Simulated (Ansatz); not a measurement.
The first iterations of a band of CH4Al2ClN (9 atoms, charge 0, multiplicity 1).

Theory: UKS BLYP/def2-SVP (Ansatz).

| Property | Result |
| --- | --- |
| movable images | 7 |
| climbing image | yes |
| spring | 5.0 eV/Å² |
| optimiser | quadratic models (default) |
| start path | through a guess of the saddle point |
| force threshold | 0.5 eV/Å |
| iteration limit | 57 |
| end points | relaxed |

Image 0:

```xyz
9
Properties=species:S:1:pos:R:3
N -1.384 -0.721 0.664
C -0.314 -0.121 0.208
Al 0.247 1.388 1.409
Al 0.456 -0.848 -1.501
Cl 2.179 -0.082 -2.492
H -1.697 -1.520 0.056
H -0.637 1.724 2.691
H 1.566 2.226 1.071
H -0.326 -2.093 -2.123
```

Image 8:

```xyz
9
Properties=species:S:1:pos:R:3
N -1.116 -0.040 0.550
C 0.047 -0.025 -0.054
Al 0.022 1.273 1.488
Al 0.610 -1.124 -1.619
Cl 2.526 -0.779 -2.456
H -1.912 -0.646 0.262
H 0.578 0.759 2.890
H -0.352 2.788 1.175
H -0.314 -2.253 -2.254
```

| iteration | highest image above the first end (eV) | largest band force component (eV/Å) |
| --- | --- | --- |
| 1 | 3.653 | 7.105 |
| 2 | 2.436 | 4.014 |
| 3 | 1.527 | 5.360 |

Task: Does the band converge within its limit, and where does its top end?

Result: The forces met the threshold. It ended after 10 iterations with the highest image 0.000 eV above the first end. The highest image is an end point: on this band no image between the ends rises above it.

The run took 4.5 min on 2 threads of AMD EPYC 7R13 Processor (Zen 3), on a shared host, peak memory 0.27 GiB.
